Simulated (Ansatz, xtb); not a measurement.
# Isomers of FGaH4OSi2 in order of energy

4 gas-phase structures of FGaH4OSi2, found in a search over its isomers (lower ones may exist). Each was relaxed with GFN2-xTB; where two conformers were screened, the lower at r2SCAN-D4/def2-SVP is listed:

A. a singlet given by its coordinates
B. `[F][Ga]1[SiH2]O[SiH2]1`, a singlet
C. `O=[SiH][Ga]([F])[SiH3]`, a singlet
D. a singlet given by its coordinates

D (Å):

```yaml
atoms:
  - { symbol: F, position_ang: [-0.8646, 1.3445, 2.5526] }
  - { symbol: Ga, position_ang: [-0.2975, -2.6190, 1.7370] }
  - { symbol: O, position_ang: [0.2388, -0.9074, 1.9604] }
  - { symbol: Si, position_ang: [0.5499, 0.6693, 2.1308] }
  - { symbol: Si, position_ang: [1.2427, 1.5781, 0.1447] }
  - { symbol: H, position_ang: [1.9114, 2.8688, 0.3571] }
  - { symbol: H, position_ang: [0.1690, 1.8341, -0.8275] }
  - { symbol: H, position_ang: [2.2134, 0.7276, -0.5623] }
  - { symbol: H, position_ang: [1.3368, 0.8402, 3.3521] }
```

Close contacts (Å): F1–Si4 1.62, Ga2–O3 1.81, O3–Si4 1.62, Si4–Si5 2.29, Si4–H9 1.46, Si5–H6 1.47, Si5–H7 1.47, Si5–H8 1.47.

A (Å):

```xyz
9

F    -0.1942    1.1856    1.2212
Ga    0.5829   -1.1697    2.0319
O     2.0433   -0.5636    1.0076
Si    0.8216    2.1192    0.2457
Si    2.6049    0.6471    0.1233
H    -0.1234    2.3343   -0.8517
H     0.8200    3.3241    1.0779
H     2.8693    0.1837   -1.2484
H     3.8366    1.1805    0.7271
```

Close contacts (Å): F1–Si4 1.69, Ga2–O3 1.88, O3–Si5 1.60, Si4–Si5 2.32, Si4–H6 1.46, Si4–H7 1.46, Si5–H8 1.47, Si5–H9 1.47.

Question: Estimate their order in r2SCAN-D4/def2-SVP energy at these geometries, lowest first.

Answer: Calculated order at r2SCAN-D4/def2-SVP: D (0.000), A (0.422), B (1.481), C (2.787) eV.

Energies above the lowest of each column, in eV; the last columns are at PBE0-D3(BJ)/def2-SVP geometries and were run for some of them only (a dash: not run or not comparable):

```json
{"structure": "D", "GFN2-xTB": "0.249", "HF/STO-3G": "0.000", "r2SCAN-D4/def2-SVP": "0.000", "PBE0-D3(BJ)/def2-SVP": "0.000", "CCSD(T)/def2-SVP + ΔMP2/def2-TZVPP": "0.000"}
{"structure": "A", "GFN2-xTB": "0.000", "HF/STO-3G": "0.730", "r2SCAN-D4/def2-SVP": "0.422", "PBE0-D3(BJ)/def2-SVP": "0.313", "CCSD(T)/def2-SVP + ΔMP2/def2-TZVPP": "0.387"}
{"structure": "B", "GFN2-xTB": "1.016", "HF/STO-3G": "2.048", "r2SCAN-D4/def2-SVP": "1.481", "PBE0-D3(BJ)/def2-SVP": "–", "CCSD(T)/def2-SVP + ΔMP2/def2-TZVPP": "–"}
{"structure": "C", "GFN2-xTB": "1.723", "HF/STO-3G": "3.067", "r2SCAN-D4/def2-SVP": "2.787", "PBE0-D3(BJ)/def2-SVP": "–", "CCSD(T)/def2-SVP + ΔMP2/def2-TZVPP": "–"}
```

CCSD(T)/def2-SVP + ΔMP2/def2-TZVPP puts D lowest of those it was run on; GFN2-xTB picks A. Some further structures that were screened fall inside this span and aren't listed. Flexible structures stand in one conformer each, not always the lowest. Frequencies (PBE0-D3(BJ)/def2-SVP) were run for A, D alone. ΔMP2 is the change of the MP2 energy from the smaller to the larger basis.

Over these structures GFN2-xTB departs from r2SCAN-D4/def2-SVP by 0.339 eV on average once a common shift is removed. A GFN2-xTB relaxation took about 0.27 s and the r2SCAN-D4/def2-SVP energy about 1.3 s on a shared host (Ansatz 0.2.0, xtb 6.7.1).
